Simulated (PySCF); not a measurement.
sulfur trioxide (O₃S), SMILES O=S(=O)=O. Atoms are numbered in the order given.

```xyz
4

O      1.4192     0.0000     0.0000
S      0.0000     0.0000     0.0000
O     -0.7096    -1.2290     0.0000
O     -0.7096     1.2290     0.0000
```
Charge 0, spin multiplicity 1.

The structure is a stationary point at ωB97X-D3(BJ)/def2-TZVP.

Level of theory: PySCF with PBE/def2-TZVPD.

Symmetry labels are those of the subgroup C2v that the program uses (full group D3h).

Computed valence orbital energies around the gap with their symmetry:
| orbital | symmetry | energy (eV) |
|---|---|---|
| HOMO−7 | B2 | -13.90 |
| HOMO−6 | B1 | -13.10 |
| HOMO−5 | A1 | -13.10 |
| HOMO−4 | A1 | -10.44 |
| HOMO−3 | B1 | -10.44 |
| HOMO−2 | B2 | -9.94 |
| HOMO−1 | A2 | -9.94 |
| HOMO | B1 | -8.29 |
| LUMO | A1 | -3.69 |
| LUMO+1 | B2 | -3.34 |
| LUMO+2 | B2 | 0.59 |
| LUMO+3 | A1 | 0.59 |
